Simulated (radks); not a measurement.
Os, configuration [Xe] 4f14 5d6 6s2. Method: Dirac Kohn-Sham, PBEsol, spin-unpolarised, spherical densities, finite nucleus; open shells are shared between the two j in proportion to 2j + 1; Fermi nuclear charge, rms radius 5.4126 fm; computed with a radial shooting solver on a logarithmic mesh with Libxc functionals.

Unscreened Slater integrals over Kohn-Sham orbitals (cm^-1). Large and small components are both included.

integral,value
"F0(5d5/2,5d5/2)",108260
"F2(5d5/2,5d5/2)",54303
"F4(5d5/2,5d5/2)",35299
"F0(5d5/2,6s1/2)",78392
"G2(5d5/2,6s1/2)",21950
"F0(5d5/2,5d3/2)",110660
"F2(5d5/2,5d3/2)",55594
"G2(5d5/2,5d3/2)",55524
"G4(5d5/2,5d3/2)",36148
"F0(5d5/2,5p3/2)",128210
"F2(5d5/2,5p3/2)",60576
"G1(5d5/2,5p3/2)",71567
"G3(5d5/2,5p3/2)",43875
"F0(6s1/2,6s1/2)",66847
"F0(6s1/2,5d3/2)",79193
"G2(6s1/2,5d3/2)",20340
"F0(6s1/2,5p3/2)",83992
"G1(6s1/2,5p3/2)",6304.1
"F0(5d3/2,5d3/2)",113230
"F2(5d3/2,5d3/2)",57086
"F0(5d3/2,5p3/2)",132180
"F2(5d3/2,5p3/2)",63821
"G1(5d3/2,5p3/2)",76941
"G3(5d3/2,5p3/2)",47192
"F0(5p3/2,5p3/2)",164570
"F2(5p3/2,5p3/2)",88477
